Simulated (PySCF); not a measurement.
CH3BBr2. Atoms are numbered in the order given.

```xyz
7

B      0.0231    -0.6418     0.0000
Br    -0.0006     0.3455     1.6505
Br    -0.0006     0.3455    -1.6505
C      0.0076    -2.2002     0.0000
H      0.4683    -2.6296    -0.9018
H     -1.0532    -2.5182     0.0000
H      0.4683    -2.6296     0.9018
```

Coordinates come from a B3LYP-D3(BJ)/def2-SVP optimisation.

Computed with PySCF with TDA-M06-2X/def2-SVPD.

Vertical excitations. Isolated molecule, no solvent. State labels are in the subgroup Cs.

Computed excitation energies, oscillator strengths and character:
```
state  symmetry  energy (eV)  λ (nm)      f                                            main pairs
-----  --------  -----------  ------  -----  ----------------------------------------------------
S1           A"         5.24     237  0.000                                        HOMO→LUMO 99 %
S2           A'         5.47     227  0.000                                      HOMO−1→LUMO 98 %
S3           A"         6.27     198  0.168                                      HOMO−2→LUMO 93 %
S4           A'         7.12     174  0.068                                      HOMO−3→LUMO 91 %
S5           A"         7.26     171  0.000                                      HOMO−4→LUMO 97 %
S6           A"         7.31     170  0.089                                      HOMO→LUMO+1 84 %
S7           A'         7.64     162  0.122                  HOMO−1→LUMO+1 64 %, HOMO→LUMO+2 18 %
S8           A"         7.66     162  0.000                                    HOMO−2→LUMO+1 77 %
S9           A'         7.75     160  0.003                                      HOMO−5→LUMO 95 %
S10          A"         7.79     159  0.007  HOMO→LUMO+3 40 %, HOMO→LUMO+4 20 %, HOMO→LUMO+5 13 %
T1           A"         5.13     242      0                                        HOMO→LUMO 99 %
T2           A'         5.27     235      0                                      HOMO−1→LUMO 96 %
T3           A"         5.42     229      0                                      HOMO−2→LUMO 98 %
T4           A'         5.95     208      0                                      HOMO−3→LUMO 96 %
```
Triplets are in the Tamm–Dancoff approximation.
